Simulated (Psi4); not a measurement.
C3H8, charge +1, doublet, geometry from GFN2-xTB (a state made from the parent by changing its charge; the spin is typed, not shown lowest). Base run: HF/def2-SV(P) in Psi4.

Psi4 was given this input:
```
memory 2 GB

molecule {
1 2
C     1.16119233    0.51045300   -0.28319118
C     0.10324296   -0.51099326   -0.05406700
C    -1.25563572   -0.04301253    0.33264996
H     2.03156328    0.08772002   -0.78312997
H     0.78175637    1.38804567   -0.81681340
H     1.53408150    0.93717338    0.66136221
H     0.48337960   -1.27056316    0.66551562
H     0.01511879   -1.19671715   -0.92657277
H    -1.87576720   -0.85882101    0.70154158
H    -1.22104897    0.78620005    1.04686524
H    -1.80188075    0.38827889   -0.52111921
}

set {
  basis def2-sv(p)
  reference uhf
  stability_analysis check
  scf_type pk
}

energy('scf')
print_variables()
```

The bond that is stretched is that between atoms 8 and 2. A test that says stable can miss a lower solution.

Variants of this job, named by their change:

```tsv
change	ΔE vs base (kcal/mol)	<S^2>
base	0.000	0.764
stability_analysis = follow; reference = uhf	0.000	0.764
bond × 1.25	-1.81	0.762
stability_analysis = follow; reference = uhf; bond × 1.25	-1.81	0.762
bond × 1.5	2.55	0.757
stability_analysis = follow; reference = uhf; bond × 1.5	2.55	0.757
bond × 1.8	6.54	0.752
stability_analysis = follow; reference = uhf; bond × 1.8	6.54	0.752
bond × 2.2	9.15	0.750
stability_analysis = follow; reference = uhf; bond × 2.2	9.15	0.750
bond × 3.0	10.54	0.750
stability_analysis = follow; reference = uhf; bond × 3.0	10.54	0.750
```

On stretching, the SCF can end on different states; <S^2> shows the spin contamination of each.
